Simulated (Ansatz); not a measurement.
Reaction (substitution at a C–C bond): `C=C[CH2][GeH2][F]` + HCl → `[F][GeH2][CH2]Cl` + `C=C`

Calculated with Ansatz (gas phase, PBE0-D4/def2-TZVP geometries, no zero-point term in ΔE). CCSD(T)/CBS adds triple-zeta CCSD(T) − MP2 to the extrapolated MP2 energy (def2 sets, frozen cores). This one scheme is used for every species. DFT in def2-TZVPP. For Ge outer-core shells are correlated without core-valence functions, which leaves a few kJ/mol of doubt a bond. Scalar relativity is left out up to krypton. One conformer a species, not always the lowest.

`C=C[CH2][GeH2][F]`:

```xyz
12

C     1.577   -0.382    1.314
C     0.696   -0.761    0.397
C     0.289    0.048   -0.783
Ge   -1.548    0.695   -0.602
F    -2.541   -0.737   -0.459
H     2.096    0.569    1.246
H     1.811   -1.011    2.164
H     0.198   -1.721    0.507
H     0.940    0.917   -0.918
H     0.318   -0.542   -1.704
H    -1.775    1.494    0.690
H    -2.061    1.431   -1.852
```

HCl:

```xyz
2

Cl   -0.028    0.625   -0.131
H     0.028   -0.625    0.131
```

`[F][GeH2][CH2]Cl`:

```xyz
8

F    -1.532   -0.748    1.295
Ge   -0.460    0.481    0.686
C     0.664   -0.400   -0.649
Cl   -0.248   -0.743   -2.134
H    -1.342    1.574    0.074
H     0.367    0.954    1.893
H     1.516    0.227   -0.912
H     1.035   -1.346   -0.253
```

`C=C`:

Z-matrix (Å, degrees):
```
C
C 1 1.323
H 1 1.085 2 121.7
H 1 1.085 2 121.7 3 -180.0
H 2 1.085 1 121.7 3 -0.0
H 2 1.085 1 121.7 3 -180.0
```

| level | ΔE (kcal/mol) |
| --- | --- |
| PBE0-D4 | 12.5 |
| r2SCAN | 12.1 |
| HF/CBS(def2) | 10.0 |
| MP2/CBS(def2) | 13.0 |

(1) What does CCSD(T)/CBS give? (Estimate.)

Largest T1 diagnostic among the species: 0.011.

## Answers

(1) Computed: +12.1 kcal/mol. The listed levels differ from it by 0.4, 0.0, -2.1, 0.9 kcal/mol.

The D4 term adds +1.0 kcal/mol with B3LYP and +0.6 kcal/mol with PBE0; it sums over pairs of atoms, weighted by their polarisabilities, and B3LYP, whose exchange is more repulsive, gets the larger term. In def2-TZVPP, CCSD(T) changes the Hartree–Fock value by +2.4 kcal/mol (the triples alone add +0.1 kcal/mol) and MP2 by +3.3 kcal/mol.

B3LYP here is the variant with VWN-RPA as its local correlation; programs differ in this.
